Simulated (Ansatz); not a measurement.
Al9N9, a nanocrystal cut from zinc blende AlN (bare). Charge 0, multiplicity 3. Geometry PBE-D4/def2-SVP, that of the neutral singlet; atoms count from 1.

```
atom   x (Å)   y (Å)   z (Å)
 Al1   0.053   2.381   1.649
 Al2   2.095  -0.812  -2.292
 Al3   1.179  -2.558  -0.676
 Al4   0.531  -0.774   1.786
 Al5   1.178   1.496  -0.388
 Al6  -0.736  -0.323  -1.529
 Al7  -2.048   0.554   1.064
 Al8  -1.411   2.562  -0.288
 Al9  -0.975  -2.257   0.599
 N10   0.953   0.507  -1.917
 N11   1.176   0.899   1.419
 N12   0.345   3.101  -0.098
 N13   0.838  -2.467   1.126
 N14   2.584  -2.399  -1.811
 N15  -0.653  -2.121  -1.212
 N16  -1.782   2.300   1.577
 N17  -1.395  -0.949   1.804
 N18  -1.932   0.858  -0.813
```

Single mean-field runs in def2-TZVP are fitted with def2-universal-jkfit. At PBE0-D4/def2-TZVP a singlet of charge 0 lies 1.53 eV below the triplet at the same geometry.

Estimate the Mulliken populations from the PBE0/def2-TZVP orbitals of Ansatz.


```json
{"atom": "Al1", "charge (e)": "0.40", "spin (α − β)": "0.03"}
{"atom": "Al2", "charge (e)": "0.27", "spin (α − β)": "0.68"}
{"atom": "Al3", "charge (e)": "0.42", "spin (α − β)": "0.08"}
{"atom": "Al4", "charge (e)": "0.39", "spin (α − β)": "0.02"}
{"atom": "Al5", "charge (e)": "0.35", "spin (α − β)": "0.05"}
{"atom": "Al6", "charge (e)": "0.34", "spin (α − β)": "0.04"}
{"atom": "Al7", "charge (e)": "0.40", "spin (α − β)": "0.02"}
{"atom": "Al8", "charge (e)": "0.41", "spin (α − β)": "0.02"}
{"atom": "Al9", "charge (e)": "0.38", "spin (α − β)": "0.02"}
{"atom": "N10", "charge (e)": "-0.30", "spin (α − β)": "0.06"}
{"atom": "N11", "charge (e)": "-0.38", "spin (α − β)": "0.00"}
{"atom": "N12", "charge (e)": "-0.40", "spin (α − β)": "0.00"}
{"atom": "N13", "charge (e)": "-0.40", "spin (α − β)": "0.03"}
{"atom": "N14", "charge (e)": "-0.27", "spin (α − β)": "0.91"}
{"atom": "N15", "charge (e)": "-0.42", "spin (α − β)": "0.03"}
{"atom": "N16", "charge (e)": "-0.42", "spin (α − β)": "0.00"}
{"atom": "N17", "charge (e)": "-0.38", "spin (α − β)": "0.00"}
{"atom": "N18", "charge (e)": "-0.39", "spin (α − β)": "0.00"}
```
Mulliken values depend strongly on the basis.

Where does the spin sit?

Summed by element: Al 0.98, N 1.02, of 2 unpaired in all. Largest on single atoms: N14 0.91, Al2 0.68, Al3 0.08.

And the Mayer bond orders between heavy atoms (over 0.3)?

Al1–N11 1.01 (1.87 Å); Al1–N12 0.93 (1.91 Å); Al1–N16 1.13 (1.84 Å); Al2–N10 1.20 (1.78 Å); Al2–N14 1.18 (1.73 Å); Al3–N13 1.08 (1.84 Å); Al3–N14 1.11 (1.81 Å); Al3–N15 0.85 (1.96 Å); Al4–N11 1.15 (1.83 Å); Al4–N13 1.09 (1.84 Å); Al4–N17 0.86 (1.93 Å); Al5–N10 1.05 (1.83 Å); Al5–N11 0.94 (1.90 Å); Al5–N12 1.07 (1.83 Å); Al6–N10 0.91 (1.92 Å); Al6–N15 1.12 (1.83 Å); Al6–N18 1.13 (1.83 Å); Al7–N16 1.05 (1.84 Å); Al7–N17 1.14 (1.80 Å); Al7–N18 0.91 (1.91 Å); Al8–N12 1.10 (1.85 Å); Al8–N16 0.91 (1.92 Å); Al8–N18 1.04 (1.86 Å); Al9–N13 0.92 (1.90 Å); Al9–N15 1.05 (1.84 Å); Al9–N17 1.12 (1.83 Å).
